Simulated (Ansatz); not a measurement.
`CN[SiH2]Cl` + `[NH2][AlH2]` → `[AlH2][NH][SiH2]Cl` + CH₃NH₂ at 600 K and 1 bar (ligand exchange at the Si–N bond).

Program: Ansatz. Geometries: PBE0-D4/def2-TZVP. ΔE: electronic, gas phase. CCSD(T)/CBS is the MP2 limit (def2-TZVPP, def2-QZVPP) plus CCSD(T) − MP2 in def2-TZVPP, frozen cores. This one scheme is used for every species. One conformer a species, not always the lowest.

```tsv
species	CCSD(T)/CBS energy (Eh)	H − E (kJ/mol)	S (J/(mol·K))
`CN[SiH2]Cl`	-845.29269	248.4	411.7
`[NH2][AlH2]`	-299.14566	138.4	304.9
`[AlH2][NH][SiH2]Cl`	-1048.68684	188.4	435.9
CH₃NH₂	-95.75281	199.3	283.8
```

H − E and S are ideal-gas, rigid-rotor, harmonic terms from PBE0-D4/def2-TZVP, for one conformer and one mirror image of each species. 1 Eh = 2625.50 kJ/mol, R = 8.31446 J/(mol·K).

Question: By hand: ΔE, ΔH, ΔS and ΔG.

Answer: ΔE = (-1048.68684) + (-95.75281) − (-845.29269) − (-299.14566) = -0.00130 Eh = -3.4 kJ/mol. Δ(H − E) = 188.4 + 199.3 − 248.4 − 138.4 = 0.9, so ΔH = -2.5 kJ/mol. ΔS = 435.9 + 283.8 − 411.7 − 304.9 = 3.1 J/(mol·K). ΔG = -2.5 − 600 × (3.1)/1000 = -4.4 kJ/mol.

Question: By hand: the equilibrium constant, and the temperature at which ΔG would vanish if ΔH and ΔS stayed fixed.

Answer: log₁₀ K = −ΔG/(RT ln 10) = 0.4. ΔH and −TΔS have one sign here, so there is no such temperature. One of them is within its doubt of zero, so this could turn.

TΔS isn't small against ΔH here. The sign of ΔG lies within the doubt. A doubt of 5 kJ/mol in ΔE shifts log₁₀ K by 0.4 here. Other conformers and mirror images would add mixing entropy, several J/(mol·K) or more a flexible species. Modes under 60 cm⁻¹, often nearly free rotors, make the harmonic entropy too high. These are equilibria of isolated gas molecules and say nothing of rates. Largest T1 diagnostic: 0.011 (customary marks: 0.02 for closed shells, 0.045 for open ones).
